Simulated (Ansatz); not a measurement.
`N[SiH2]N[SiH2]Cl` + `O[SiH](F)S` → `O[SiH](F)S[SiH2]Cl` + `N[SiH2]N`  (ligand exchange at the Si–N bond)

Gas-phase electronic energies from Ansatz, PBE0-D4/def2-TZVP geometries. CCSD(T)/CBS adds triple-zeta CCSD(T) − MP2 to the extrapolated MP2 energy (def2 sets, frozen cores). This one scheme is used for every species. Functionals use def2-TZVPP. B3LYP here is the variant with VWN-RPA as its local correlation; programs differ in this. Each species was taken in one conformer, which may not be the lowest.

CCSD(T)/CBS gives +1.8 kcal/mol.

Task: Another level gave +0.4 kcal/mol. Which?
A. B3LYP-D4/def2-TZVPP
B. PBE0-D4/def2-TZVPP
C. CCSD/def2-TZVPP
D. HF/def2-TZVPP

Result: B. PBE0-D4 0.4, B3LYP-D4 1.9, HF/def2-TZVPP 4.5, CCSD/def2-TZVPP 3.3 kcal/mol.

Largest T1 diagnostic among the species: 0.012.

The D4 term adds −0.9 kcal/mol with B3LYP and −0.4 kcal/mol with PBE0; it sums over pairs of atoms, weighted by their polarisabilities, and B3LYP, whose exchange is more repulsive, gets the larger term. In def2-TZVPP, CCSD(T) changes the Hartree–Fock value by −1.6 kcal/mol (the triples alone add −0.5 kcal/mol) and MP2 by −2.6 kcal/mol.
